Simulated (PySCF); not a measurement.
Name the molecule from its bond curve

A diatomic of charge 0 contains Sn. Its doublet curve at PBE0 in a double-zeta basis (scalar-relativistic core potentials, PySCF), in eV from the separated fragments:

(R (Å), E (eV)): (1.705, -3.660), (1.785, -4.316), (1.864, -4.662), (1.923, -4.779), (1.983, -4.806), (2.042, -4.768), (2.122, -4.643), (2.221, -4.411), (2.340, -4.071), (2.499, -3.582)

The fit gives ωe = 566 cm⁻¹ and the rotational constant Bₑ = 0.2635 cm⁻¹.

Q: Which atom is the partner?

A: The minimum lies at 1.975 Å, so the reduced mass is 16.8576 u Å² cm⁻¹/(Bₑ·Re²) = 16.40 u. With Sn at 119.90 u the partner weighs about 19.0 u: F. The molecule is SnF.

Spin–orbit coupling is left out. The state is the lowest determinant that a PBE0 search found; another state may lie lower at other levels.
